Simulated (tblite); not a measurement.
C3H4F3OS (doublet state).
Numbering: `[CH3:1][O:2][C@@H:3]([S:4])[C:5]([F:6])([F:7])[F:8]` (hydrogens: H9, H10, H11 on C1; H12 on C3)

A start from a force field or distance geometry was refined with GFN2-xTB geometry optimisation, gas phase in tblite 0.8.0. Values at the start:

```tsv
coordinate	start
C1–O2	1.407 Å
C1–H9	1.095 Å
O2–C3	1.461 Å
C3–S4	1.844 Å
C3–C5	1.551 Å
C3–H12	1.102 Å
C5–F6	1.377 Å
C5–F7	1.358 Å
C1–O2–C3	113.1°
O2–C3–S4	109.5°
O2–C3–C5	109.3°
C3–C5–F6	109.9°
C3–C5–F8	114.9°
S4–C3–C5	114.9°
F6–C5–F7	104.9°
C1–O2–C3–S4	83°
O2–C3–C5–F6	58°
```

Q: How do these coordinates change at the GFN2-xTB level?

A: 
```json
{"coordinate": "O2–C3", "GFN2-xTB (Å or °)": "1.376", "change": "-0.085"}
{"coordinate": "C5–F6", "GFN2-xTB (Å or °)": "1.338", "change": "-0.039"}
{"coordinate": "C5–F7", "GFN2-xTB (Å or °)": "1.338", "change": "-0.020"}
{"coordinate": "C3–S4", "GFN2-xTB (Å or °)": "1.827", "change": "-0.017"}
{"coordinate": "C3–C5", "GFN2-xTB (Å or °)": "1.534", "change": "-0.017"}
{"coordinate": "C1–H9", "GFN2-xTB (Å or °)": "1.087", "change": "-0.008"}
{"coordinate": "C1–O2", "GFN2-xTB (Å or °)": "1.415", "change": "+0.008"}
{"coordinate": "C3–H12", "GFN2-xTB (Å or °)": "1.103", "change": "+0.001"}
{"coordinate": "S4–C3–C5", "GFN2-xTB (Å or °)": "108.8", "change": "-6.1"}
{"coordinate": "O2–C3–S4", "GFN2-xTB (Å or °)": "113.8", "change": "+4.3"}
{"coordinate": "C3–C5–F8", "GFN2-xTB (Å or °)": "112.9", "change": "-2.0"}
{"coordinate": "O2–C3–C5", "GFN2-xTB (Å or °)": "107.3", "change": "-2.0"}
{"coordinate": "F6–C5–F7", "GFN2-xTB (Å or °)": "106.6", "change": "+1.7"}
{"coordinate": "C1–O2–C3", "GFN2-xTB (Å or °)": "114.5", "change": "+1.4"}
{"coordinate": "C3–C5–F6", "GFN2-xTB (Å or °)": "110.7", "change": "+0.8"}
{"coordinate": "C1–O2–C3–S4", "GFN2-xTB (Å or °)": "71", "change": "-12"}
{"coordinate": "O2–C3–C5–F6", "GFN2-xTB (Å or °)": "61", "change": "+3"}
```

The energy falls by 23.1 kJ/mol over 66 L-BFGS steps, the largest force on an atom goes from 1.79 to 0.010 eV/Å, and the atoms move by 0.172 Å rms after alignment. The bond that changes most is O2–C3 (ends: oxygen bonded to 2 C; carbon bonded to C, O, S and H), which shortens by 0.085 Å. Bonds longer at the end by more than 0.005 Å: 1 of 11; shorter: 7. Among the dihedrals that turn most is C1–O2–C3–C5, from -151° to -168°. Rotational constants go from 2129, 1370, 1009 to 2256, 1451, 1068 MHz.

On Intel Xeon Platinum 8375C at 2.90 GHz, one thread, no GPU (shared host), this took 0.42 s wall.

Its GFN2-xTB frequencies are all real (lowest 48 cm⁻¹).

One conformer stands for the species.

The numbers are calculated, not measured.
